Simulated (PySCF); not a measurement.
Members of one series of related molecules.

All values: PBE0/def2-SVPD (PySCF) at PBE0-D3(BJ)/def2-SVP geometries, gas phase, one conformer each. Core orbitals are frozen in the response; Δα² is half the sum of the squared differences of the principal polarisabilities.

Problem. Rank by HOMO–LUMO gap, highest first.
A. `[BH2-]1OC=CC(C2=CC=CC=C2)=[O+]1`
B. `O=C(C1=[O+][BH2-]OC=C1)C(F)(F)F`
C. `N#CCC1=[O+][BH2-]OC=C1`
D. `CC(C)OC1=[O+][BH2-]OC=C1`

Solution. D (5.31 eV), C (4.74 eV), A (4.30 eV), B (3.41 eV).

Problem. Rank by polarisability anisotropy Δα, lowest first.
A. `[BH2-:1]1[O:2][CH:3]=[CH:4][C:5]([CH:6]2[CH2:7][CH2:8][CH2:9]2)=[O+:10]1` with C4–C5–C6–C7 52°, O10–B1–O2–C3 -38°, B1–O2–C3–C4 15°, C3–C4–C5–C6 162°, C5–C6–C7–C8 -118°
B. `[CH3:1][CH:2]([CH3:3])[O:4][C:5]1=[O+:6][BH2-:7][O:8][CH:9]=[CH:10]1` with C1–C2–O4–C5 -152°, C2–O4–C5–O6 -2°, C5–O6–B7–O8 38°, O6–B7–O8–C9 -37°, B7–O8–C9–C10 15°, O4–C5–C10–C9 166°
C. `[F:1][C:2]([F:3])([F:4])[O:5][C:6]1=[O+:7][BH2-:8][O:9][CH:10]=[CH:11]1` with C2–O5–C6–O7 -3°
D. `[BH2-:1]1[O:2][CH:3]=[CH:4][C:5]([c:6]2[cH:7][cH:8][cH:9][cH:10][cH:11]2)=[O+:12]1` with C4–C5–C6–C7 4°, O12–B1–O2–C3 39°, B1–O2–C3–C4 -15°, C3–C4–C5–C6 -163°, O2–B1–O12–C5 -40°
E. `[CH3:1]/[N:2]=[CH:3]\[C:4]1=[O+:5][BH2-:6][O:7][CH:8]=[CH:9]1` with N2–C3–C4–O5 -2°, C4–O5–B6–O7 -40°, O5–B6–O7–C8 39°, B6–O7–C8–C9 -14°, C3–C4–C9–C8 -162°

Solution. C (5.24 Å³), A (6.09 Å³), B (6.37 Å³), E (8.70 Å³), D (15.70 Å³).

Problem. Rank by vertical ionisation energy (ΔSCF), highest first.
A. `CC(C)OC1=[O+][BH2-]OC=C1`
B. `C/N=C\C1=[O+][BH2-]OC=C1`
C. `N#CCC1=[O+][BH2-]OC=C1`

Solution. C (9.48 eV), B (9.21 eV), A (8.79 eV).

All values together:

| SMILES | formula | μ (D) | HOMO (eV) | LUMO (eV) | α (Å³) | Δα (Å³) | electrons | α per electron (Å³) | ΔSCF removal energy (eV) |
| --- | --- | --- | --- | --- | --- | --- | --- | --- | --- |
| [BH2-]1OC=CC(c2ccccc2)=[O+]1 | C9H9BO2 | 5.58 | -6.97 | -2.67 | 19.82 | 15.70 | 84 | 0.236 | – |
| O=C(C1=[O+][BH2-]OC=C1)C(F)(F)F | C5H4BF3O3 | 3.57 | -7.44 | -4.04 | 12.90 | 6.36 | 90 | 0.143 | – |
| CC(C)OC1=[O+][BH2-]OC=C1 | C6H11BO3 | 4.59 | -6.91 | -1.60 | 14.86 | 6.37 | 76 | 0.196 | 8.79 |
| C/N=C\C1=[O+][BH2-]OC=C1 | C5H8BNO2 | 3.25 | -7.36 | -3.16 | 13.95 | 8.70 | 66 | 0.211 | 9.21 |
| N#CCC1=[O+][BH2-]OC=C1 | C5H6BNO2 | 1.01 | -7.53 | -2.79 | 12.35 | 6.24 | 64 | 0.193 | 9.48 |
| [BH2-]1OC=CC(C2CCC2)=[O+]1 | C7H11BO2 | 5.48 | -6.96 | -2.12 | 15.17 | 6.09 | 74 | 0.205 | 8.83 |
| FC(F)(F)OC1=[O+][BH2-]OC=C1 | C4H4BF3O3 | 3.77 | -7.23 | -2.40 | 11.42 | 5.24 | 84 | 0.136 | – |

Conformers: `[BH2-:1]1[O:2][CH:3]=[CH:4][C:5]([c:6]2[cH:7][cH:8][cH:9][cH:10][cH:11]2)=[O+:12]1` with C4–C5–C6–C7 4°, O12–B1–O2–C3 39°, B1–O2–C3–C4 -15°, C3–C4–C5–C6 -163°, O2–B1–O12–C5 -40°; `[O:1]=[C:2]([C:3]1=[O+:4][BH2-:5][O:6][CH:7]=[CH:8]1)[C:9]([F:10])([F:11])[F:12]` with O1–C2–C3–O4 -179°; `[CH3:1][CH:2]([CH3:3])[O:4][C:5]1=[O+:6][BH2-:7][O:8][CH:9]=[CH:10]1` with C1–C2–O4–C5 -152°, C2–O4–C5–O6 -2°, C5–O6–B7–O8 38°, O6–B7–O8–C9 -37°, B7–O8–C9–C10 15°, O4–C5–C10–C9 166°; `[CH3:1]/[N:2]=[CH:3]\[C:4]1=[O+:5][BH2-:6][O:7][CH:8]=[CH:9]1` with N2–C3–C4–O5 -2°, C4–O5–B6–O7 -40°, O5–B6–O7–C8 39°, B6–O7–C8–C9 -14°, C3–C4–C9–C8 -162°; `[N:1]#[C:2][CH2:3][C:4]1=[O+:5][BH2-:6][O:7][CH:8]=[CH:9]1` with C2–C3–C4–O5 174°, C4–O5–B6–O7 38°, O5–B6–O7–C8 -37°, B6–O7–C8–C9 14°, C3–C4–C9–C8 164°; `[BH2-:1]1[O:2][CH:3]=[CH:4][C:5]([CH:6]2[CH2:7][CH2:8][CH2:9]2)=[O+:10]1` with C4–C5–C6–C7 52°, O10–B1–O2–C3 -38°, B1–O2–C3–C4 15°, C3–C4–C5–C6 162°, C5–C6–C7–C8 -118°; `[F:1][C:2]([F:3])([F:4])[O:5][C:6]1=[O+:7][BH2-:8][O:9][CH:10]=[CH:11]1` with C2–O5–C6–O7 -3°.

A dash marks a removal energy that wasn't run or isn't settled.

Problem. How closely does the mean polarisability follow the number of electrons in this set?

Solution. The correlation coefficient is 0.16; α per electron runs from 0.136 to 0.236 Å³.
